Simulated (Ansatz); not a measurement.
Consider the formal exchange of groups at a Ga–Ge bond: `[SiH3][GeH2][GaH2]` + `C[SiH3]` → `C[SiH2][GaH2]` + `[SiH3][GeH3]`.

Isolated molecules relaxed with PBE0-D4/def2-TZVP in Ansatz; ΔE leaves out vibrations. CCSD(T)/CBS is the MP2 limit (def2-TZVPP, def2-QZVPP) plus CCSD(T) − MP2 in def2-TZVPP, frozen cores. This one scheme is used for every species. Functionals use def2-TZVPP. For Ga, Ge outer-core shells are correlated without core-valence functions, which leaves a few kJ/mol of doubt a bond. Scalar relativity is left out up to krypton.

Is it downhill or uphill in electronic energy at CCSD(T)/CBS, and by how much? (Best estimate.)

The calculation gave: Uphill: ΔE = +0.36 eV.

What do these levels give: revPBE-D4, CAM-B3LYP-D4, ωB97M-V, B2PLYP, r2SCAN0, CAM-B3LYP, CCSD(T)/def2-SVP, MP2/def2-TZVPP, MP2/def2-QZVPP, SCS-MP2/def2-QZVPP, MP2/CBS(def2), CCSD/CBS(def2)? (An estimate is asked.)

Ansatz gave: revPBE-D4 0.29, CAM-B3LYP-D4 0.34, ωB97M-V 0.35, B2PLYP 0.36, r2SCAN0 0.35, CAM-B3LYP 0.33, CCSD(T)/def2-SVP 0.34, MP2/def2-TZVPP 0.41, MP2/def2-QZVPP 0.41, SCS-MP2/def2-QZVPP 0.39, MP2/CBS(def2) 0.41, CCSD/CBS(def2) 0.36 eV.

Largest T1 diagnostic among the species: 0.013.

Leaving LDA and LC-ωPBE aside and taking each functional with its dispersion term where it has one, the values, not all of them listed here, spread over 0.13 eV, from B97M-V to BHLYP-D4.
